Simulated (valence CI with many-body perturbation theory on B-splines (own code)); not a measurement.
**Energy levels of Lu⁶⁴⁺**

Level of theory: relativistic CI+MBPT: five valence electrons over a frozen Dirac-Fock core [He], radial functions for each j: 9 s, 9 p, 8 d, 6 f, 3 g, 1 h, with the one-electron correlation potential Σ1, the two-electron term Σ2, the three-electron term Σ3, Breit, model QED; selected CI, second order for the rest, scaled by the run's own slope (own B-spline code, finite nucleus).

No measured spectrum was set against this ion. As an estimate, large intervals hold to a few tenths of a per cent, small ones and those within an open d or f shell to about a per cent. Among the levels kept, up to 4100 cm⁻¹ of a level comes from second order outside the variational space, and about a tenth of that is noise between levels of different J, which matters for small intervals.

Levels 1 to 45 of 61, with energies above the lowest level, (2s^2 2p1/2^2 2p3/2) J=3/2. "Leading %" is the weight of the configuration and term that name the level; weights of strongly mixed levels are sums over their largest components and can fall short, so below about 35 % the name and the second component can differ from the true leading terms, or belong to a minority configuration. In the jj column 3d3/2^4 stands for four electrons in 3d with j = 3/2. Lifetimes count E1, E2, E3, M1 and M2 decay at the calculated energies, and are blank where another channel may lead or the interval is too uncertain; long ones can be off by a factor of two.

```csv
No.,Configuration,Term,J,E (Ry),Leading %,Lifetime,g,Leading jj
1,2s2 2p3,2P°,3/2,0.00,49,,1.317,2s^2 2p1/2^2 2p3/2 (100 %)
2,2s2 2p3,4S°,3/2,84.08,55,70.9 ps,1.435,2s^2 2p1/2 2p3/2^2 (100 %)
3,2s2 2p3,2D°,5/2,85.77,100,414 ps,1.165,2s^2 2p1/2 2p3/2^2 (100 %)
4,2s2 2p3,2P°,1/2,89.38,100,125 ps,0.620,2s^2 2p1/2 2p3/2^2 (100 %)
5,2s 2p4,4P,5/2,107.94,70,502 fs,1.447,2s 2p1/2^2 2p3/2^2 (100 %)
6,2s 2p4,2S,1/2,115.31,64,135 fs,2.004,2s 2p1/2^2 2p3/2^2 (100 %)
7,2s 2p4,2P,3/2,115.40,51,73.3 fs,1.172,2s 2p1/2^2 2p3/2^2 (100 %)
8,2s2 2p3,2P°,3/2,173.64,51,20.1 ps,1.287,2s^2 2p3/2^3 (99 %)
9,2s 2p4,4P,3/2,193.95,85,152 fs,1.585,2s 2p1/2 2p3/2^3 (100 %)
10,2s 2p4,2D,5/2,196.91,70,151 fs,1.282,2s 2p1/2 2p3/2^3 (100 %)
11,2s 2p4,2P,1/2,201.35,64,59.8 fs,1.352,2s 2p1/2 2p3/2^3 (100 %)
12,2s 2p4,2D,3/2,201.99,54,60.4 fs,1.012,2s 2p1/2 2p3/2^3 (100 %)
13,2p5,2P°,3/2,228.32,99,50.5 fs,1.301,2p1/2^2 2p3/2^3 (99 %)
14,2s 2p4,4P,1/2,286.75,39,70.6 fs,1.870,2s 2p3/2^4 (100 %)
15,2p5,2P°,1/2,314.51,100,37.4 fs,0.620,2p1/2 2p3/2^4 (100 %)
16,2s2 2p2 3s,4P,1/2,595.22,46,5.51 fs,1.993,2s^2 2p1/2^2 3s (100 %)
17,2s2 2p2 3p,2P°,1/2,602.46,46,435 fs,0.647,2s^2 2p1/2^2 3p1/2 (100 %)
18,2s2 2p2 3p,2P°,3/2,628.41,35,424 fs,1.322,2s^2 2p1/2^2 3p3/2 (100 %)
19,2s2 2p2 3d,2D,3/2,634.76,42,4.59 fs,0.783,2s^2 2p1/2^2 3d3/2 (100 %)
20,2s2 2p2 3d,2D,5/2,642.15,36,827 as,1.189,2s^2 2p1/2^2 3d5/2 (100 %)
21,2s2 2p2 3s,4P,3/2,680.33,88,8.35 fs,1.655,2s^2 2p1/2 2p3/2 3s (100 %)
22,2s2 2p2 3s,2P,1/2,681.05,67,3.87 fs,1.295,2s^2 2p1/2 2p3/2 3s (100 %)
23,2s2 2p2 3s,2D,5/2,681.76,65,7.58 fs,1.308,2s^2 2p1/2 2p3/2 3s (100 %)
24,2s2 2p2 3s,2D,3/2,682.23,64,4.11 fs,0.955,2s^2 2p1/2 2p3/2 3s (100 %)
25,2s2 2p2 3p,4P°,1/2,687.48,49,670 fs,1.729,2s^2 2p1/2 2p3/2 3p1/2 (100 %)
26,2s2 2p2 3p,4D°,3/2,687.94,55,585 fs,1.128,2s^2 2p1/2 2p3/2 3p1/2 (100 %)
27,2s2 2p2 3p,2F°,5/2,688.92,49,447 fs,1.046,2s^2 2p1/2 2p3/2 3p1/2 (100 %)
28,2s2 2p2 3p,2P°,3/2,691.78,43,257 fs,1.306,2s^2 2p1/2 2p3/2 3p1/2 (99 %)
29,2s 2p3 3s,4P°,5/2,701.18,47,11.0 fs,1.593,2s 2p1/2^2 2p3/2 3s (98 %)
30,2s 2p3 3s,2P°,3/2,703.23,35,4.64 fs,1.431,2s 2p1/2^2 2p3/2 3s (98 %)
31,2s 2p3 3s,2P°,1/2,707.81,41,4.60 fs,0.847,2s 2p1/2^2 2p3/2 3s (95 %)
32,2s 2p3 3s,2P°,3/2,708.52,38,9.79 fs,1.368,2s 2p1/2^2 2p3/2 3s (98 %)
33,2s 2p3 3p,4P,3/2,709.14,29,5.56 fs,1.667,2s 2p1/2^2 2p3/2 3p1/2 (99 %)
34,2s 2p3 3p,2D,5/2,709.21,26,2.20 fs,1.334,2s 2p1/2^2 2p3/2 3p1/2 (99 %)
35,2s2 2p2 3p,4D°,5/2,712.88,52,260 fs,1.408,2s^2 2p1/2 2p3/2 3p3/2 (99 %)
36,2s2 2p2 3p,2P°,1/2,713.23,35,85.4 fs,1.526,2s^2 2p1/2 2p3/2 3p3/2 (96 %)
37,2s2 2p2 3p,2D°,3/2,713.50,53,283 fs,1.136,2s^2 2p1/2 2p3/2 3p3/2 (100 %)
38,2s2 2p2 3p,2F°,7/2,714.01,65,342 fs,1.217,2s^2 2p1/2 2p3/2 3p3/2 (100 %)
39,2s 2p3 3p,2P,1/2,715.20,36,1.94 fs,1.252,2s 2p1/2^2 2p3/2 3p1/2 (98 %)
40,2s 2p3 3p,2D,3/2,715.32,35,2.74 fs,0.960,2s 2p1/2^2 2p3/2 3p1/2 (98 %)
41,2s2 2p2 3p,2P°,3/2,715.51,32,206 fs,1.403,2s^2 2p1/2 2p3/2 3p3/2 (97 %)
42,2s2 2p2 3p,2D°,5/2,716.03,65,322 fs,1.177,2s^2 2p1/2 2p3/2 3p3/2 (100 %)
43,2s2 2p2 3p,2P°,1/2,717.67,86,150 fs,0.642,2s^2 2p1/2 2p3/2 3p3/2 (98 %)
44,2s2 2p2 3d,4F,3/2,720.07,43,2.61 fs,0.919,2s^2 2p1/2 2p3/2 3d3/2 (99 %)
45,2s2 2p2 3d,4F,5/2,720.17,53,6.70 fs,0.956,2s^2 2p1/2 2p3/2 3d3/2 (99 %)
```

The ionisation energy to 2s2 2p2 3P_0 of the next ion comes out as 15212 eV (NIST: 15211 ± 24 eV (theoretical)). All 61 levels together are meant to be complete up to 736.13 Ry.
